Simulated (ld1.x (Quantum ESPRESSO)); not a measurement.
What one change does to a pseudopotential (Ir (Z = 77), TM)

iridium, norm-conserving Troullier–Martins (Kleinman–Bylander form), made with ld1.x (Quantum ESPRESSO) 7.5 (revPBE, scalar-relativistic). Core [Kr] 4d10 4f14 5s2, reference 5p6 5d7 6s1.5 6p0 (charge +0.5). Waves: 5p (bound): rc 1.20 bohr; 5d (bound): rc 1.70 bohr; 6s (bound): rc 2.35 bohr. Local part: the s channel. Core correction: a·sin(br)/r model core inside 0.70 bohr.

All-electron outer shells of the reference configuration (revPBE, scalar-relativistic, ld1.x):

| shell | level (eV) | outermost node (bohr) | outermost maximum (bohr) |
| --- | --- | --- | --- |
| 5s | -101.91 | 0.50 | 0.89 |
| 4f | -66.11 | – | 0.39 |
| 5p | -58.66 | 0.54 | 1.01 |
| 5d | -11.05 | 0.59 | 1.29 |
| 6s | -9.76 | 1.17 | 2.35 |
| 6p | -4.01 | 1.39 | 3.22 |

Change: core [Xe] 4f14, valence charge 9; reference 5d7 6s0 6p0; waves now 6p (bound): rc 3.15 bohr; 5d (bound): rc 1.25 bohr; 6s (bound): rc 2.15 bohr; core correction none.

Cutoffs: the cutoffs (Ry, on a coarse ladder) from which the occupation-weighted sum of valence levels, in a spherical-Bessel basis at the reference potential, stays within 10 and 1 mRy of its value at 400 Ry; they do not see the model core or the augmentation charge, which bear on the density cutoff. Errors are all-electron minus pseudo energies relative to the spin-unpolarised reference configuration.

Q: What does the change do?

A: The potential gets softer (120 Ry and 200 Ry → 40 Ry and 70 Ry); neither file shows a bound ghost. The shells moved into the core no longer need plane waves of their own. Several settings change at once here, so the effects cannot be laid on one of them.

| quantity | base | changed |
| --- | --- | --- |
| cutoff, loose | 120 Ry | 40 Ry |
| cutoff, tight | 200 Ry | 70 Ry |
| bound ghosts | none | none |
| largest error over its own tests, meV | -996 | +99 |
